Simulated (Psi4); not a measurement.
CHN, charge +1, doublet (typed; the unrestricted solution is spin-contaminated), at a GFN2-xTB geometry (a state made from the parent by changing its charge; the spin is typed, not shown lowest); Psi4 1.11 with MP2/def2-SVP.

Input for Psi4:
```
memory 2 GB

molecule mol {
1 2
C    -0.000000   -0.000000   -0.483127
N     0.000000    0.000000    0.641659
H    -0.000000   -0.000000   -1.592853
}

set {
  basis def2-svp
  reference uhf
  freeze_core true
}

energy('mp2')
print_variables()
```

What the program printed (banner, timings and long lists left out):

```
    SCF Algorithm Type (re)set to DF.

   => Loading Basis Set <=

    Name: DEF2-SVP
    Role: ORBITAL
    Keyword: BASIS

         ---------------------------------------------------------
                                   SCF
               by Justin Turney, Rob Parrish, Andy Simmonett
                          and Daniel G. A. Smith
                              UHF Reference
         ---------------------------------------------------------

  ==> Geometry <==

    Molecular point group: c2v
    Full point group: C_inf_v

    Geometry (in Angstrom), charge = 1, multiplicity = 2:

       Center              X                  Y                   Z               Mass
    ------------   -----------------  -----------------  -----------------  -----------------
         C            0.000000000000     0.000000000000    -0.541709179527    12.000000000000
         N            0.000000000000     0.000000000000     0.583076820473    14.003074004430
         H            0.000000000000     0.000000000000    -1.651435179527     1.007825032230

  Running in c2v symmetry.

  Rotational constants: A = ************  B =      1.52825  C =      1.52825 [cm^-1]
  Rotational constants: A = ************  B =  45815.63693  C =  45815.63693 [MHz]
  Nuclear repulsion =   24.278571795164694

  Charge       = 1
  Multiplicity = 2
  Electrons    = 13
  Nalpha       = 7
  Nbeta        = 6

  ==> Algorithm <==

  SCF Algorithm Type is DF.
  DIIS enabled.
  MOM disabled.
  Fractional occupation disabled.
  Guess Type is SAD.
  Energy threshold   = 1.00e-08
  Density threshold  = 1.00e-08
  Integral threshold = 1.00e-12

  ==> Primary Basis <==

  Basis Set: DEF2-SVP
    Blend: DEF2-SVP
    Number of shells: 15
    Number of basis functions: 33
    Number of Cartesian functions: 35
    Spherical Harmonics?: true
    Max angular momentum: 2

   => Loading Basis Set <=

    Name: (DEF2-SVP AUX)
    Role: JKFIT
    Keyword: DF_BASIS_SCF

  ==> Integral Setup <==

  SCF_SUBTYPE=INCORE selected. In-core MEM_DF algorithm will be used.
  Using in-core AOs.

  ==> MemDFJK: Density-Fitted J/K Matrices <==

    J tasked:                   Yes
    K tasked:                   Yes
    wK tasked:                   No
    Algorithm:                 Core
    Schwarz Cutoff:           1E-12
    Mask sparsity (%):       0.0000
    Fitting Condition:        1E-10

   => Auxiliary Basis Set <=

  Basis Set: (DEF2-SVP AUX)
    Blend: DEF2-UNIVERSAL-JKFIT
    Number of shells: 56
    Number of basis functions: 170
    Number of Cartesian functions: 202
    Spherical Harmonics?: true
    Max angular momentum: 4

  Minimum eigenvalue in the overlap matrix is 4.6895210930E-03.
  Reciprocal condition number of the overlap matrix is 1.2450906867E-03.
    Using symmetric orthogonalization.

  ==> Pre-Iterations <==

  SCF Guess: Superposition of Atomic Densities via on-the-fly atomic UHF (no occupation information).

   -------------------------
    Irrep   Nso     Nmo
   -------------------------
     A1        17      17
     A2         2       2
     B1         7       7
     B2         7       7
   -------------------------
    Total      33      33
   -------------------------

  ==> Iterations <==

                           Total Energy        Delta E     RMS |[F,P]|

   @DF-UHF iter SAD:   -91.94534468499467   -9.19453e+01   0.00000e+00
   @DF-UHF iter   1:   -92.28705464128205   -3.41710e-01   1.19017e-02 ADIIS/DIIS
   @DF-UHF iter   2:   -92.33145160000880   -4.43970e-02   3.48458e-03 ADIIS/DIIS
   @DF-UHF iter   3:   -92.33729617784134   -5.84458e-03   1.86144e-03 ADIIS/DIIS
   @DF-UHF iter   4:   -92.33957328202581   -2.27710e-03   1.45903e-03 ADIIS/DIIS
   @DF-UHF iter   5:   -92.34108358815578   -1.51031e-03   1.24501e-03 ADIIS/DIIS
   @DF-UHF iter   6:   -92.34346429846808   -2.38071e-03   1.00919e-03 ADIIS/DIIS
   @DF-UHF iter   7:   -92.34692317919129   -3.45888e-03   4.38555e-04 ADIIS/DIIS
   @DF-UHF iter   8:   -92.34716377101221   -2.40592e-04   1.57967e-04 ADIIS/DIIS
   @DF-UHF iter   9:   -92.34719745391887   -3.36829e-05   1.02396e-04 ADIIS/DIIS
   @DF-UHF iter  10:   -92.34720828043878   -1.08265e-05   2.18755e-05 DIIS
   @DF-UHF iter  11:   -92.34720891524572   -6.34807e-07   5.27629e-06 DIIS
   @DF-UHF iter  12:   -92.34720895050178   -3.52561e-08   3.33134e-06 DIIS
   @DF-UHF iter  13:   -92.34720896836342   -1.78616e-08   3.93515e-07 DIIS
   @DF-UHF iter  14:   -92.34720896855704   -1.93623e-10   3.68171e-08 DIIS
   @DF-UHF iter  15:   -92.34720896855956   -2.51532e-12   5.44067e-09 DIIS
  Energy and wave function converged.

  ==> Post-Iterations <==

   @Spin Contamination Metric:   2.657612139E-01
   @S^2 Expected:                7.500000000E-01
   @S^2 Observed:                1.015761214E+00
   @S   Expected:                5.000000000E-01
   @S   Observed:                5.000000000E-01

    Orbital Energies [Eh]
    ---------------------

    Alpha Occupied:

[...]
       1B1    -0.956019

    Alpha Virtual:

[...]
    Beta Occupied:

[...]
    Beta Virtual:

[...]
    Final Occupation by Irrep:
             A1    A2    B1    B2
    DOCC [     4,    0,    1,    1 ]
    SOCC [     1,    0,    0,    0 ]
    NA   [     5,    0,    1,    1 ]
    NB   [     4,    0,    1,    1 ]

  @DF-UHF Final Energy:   -92.34720896855956

   => Energetics <=

    Nuclear Repulsion Energy =             24.2785717951646944
    One-Electron Energy =                -167.5466963311170616
    Two-Electron Energy =                  50.9209155673928251
    Total Energy =                        -92.3472089685595563

  UHF NO Occupations:
  HONO-2 :    1 B2 1.9327207
  HONO-1 :    1 B1 1.9327207
  HONO-0 :    5 A1 1.0000000
  LUNO+0 :    2 B1 0.0672793
  LUNO+1 :    2 B2 0.0672793
  LUNO+2 :    6 A1 0.0023616
  LUNO+3 :    7 A1 0.0004893

Computation Completed

Properties will be evaluated at   0.000000,   0.000000,   0.000000 [a0]

Properties computed using the SCF density matrix

 Multipole Moments:

 ------------------------------------------------------------------------------------
     Multipole            Electronic (a.u.)      Nuclear  (a.u.)        Total (a.u.)
 ------------------------------------------------------------------------------------

 L = 1.  Multiply by 2.5417464519 to convert [e a0] to [Debye]
 Dipole X            :          0.0000000            0.0000000            0.0000000
 Dipole Y            :          0.0000000            0.0000000            0.0000000
 Dipole Z            :          0.8342473           -1.5498636           -0.7156164
 Magnitude           :                                                    0.7156164

 ------------------------------------------------------------------------------------

  //>>>>>>>>>>>>>>>>>>>>>>>>>>>>>>>>>>>//
  //               DFMP2               //
  //<<<<<<<<<<<<<<<<<<<<<<<<<<<<<<<<<<<//

   => Loading Basis Set <=

    Name: (DEF2-SVP AUX)
    Role: RIFIT
    Keyword: DF_BASIS_MP2

	 --------------------------------------------------------
	                          DF-MP2
	      2nd-Order Density-Fitted Moller-Plesset Theory

	        Rob Parrish, Justin Turney, Andy Simmonett,
	           Ed Hohenstein, and C. David Sherrill
	 --------------------------------------------------------

	 --------------------------------------------------------
	                 NBF =    33, NAUX =   110
	 --------------------------------------------------------
	   CLASS    FOCC     OCC    AOCC    AVIR     VIR    FVIR
	   ALPHA       2       7       5      26      26       0
	    BETA       2       6       4      27      27       0
	 --------------------------------------------------------

	-----------------------------------------------------------
	 ==================> DF-MP2 Energies <====================
	-----------------------------------------------------------
	 Reference Energy          =     -92.3472089685595563 [Eh]
	 Singles Energy            =      -0.0000000000000000 [Eh]
	 Same-Spin Energy          =      -0.0568345320807491 [Eh]
	 Opposite-Spin Energy      =      -0.1609390241248800 [Eh]
	 Correlation Energy        =      -0.2177735562056291 [Eh]
	 Total Energy              =     -92.5649825247651847 [Eh]
	-----------------------------------------------------------
	 ================> DF-SCS-MP2 Energies <==================
	-----------------------------------------------------------
	 SCS Same-Spin Scale       =       0.3333333333333333 [-]
	 SCS Opposite-Spin Scale   =       1.2000000000000000 [-]
	 SCS Same-Spin Energy      =      -0.0189448440269164 [Eh]
	 SCS Opposite-Spin Energy  =      -0.1931268289498560 [Eh]
	 SCS Correlation Energy    =      -0.2120716729767724 [Eh]
	 SCS Total Energy          =     -92.5592806415363327 [Eh]
	-----------------------------------------------------------

  Variable Map:
  ----------------------------------------------------------------------------
[...]
  Array Variable Map:
  ----------------------------------------------------------------------------
[...]
[...]
```
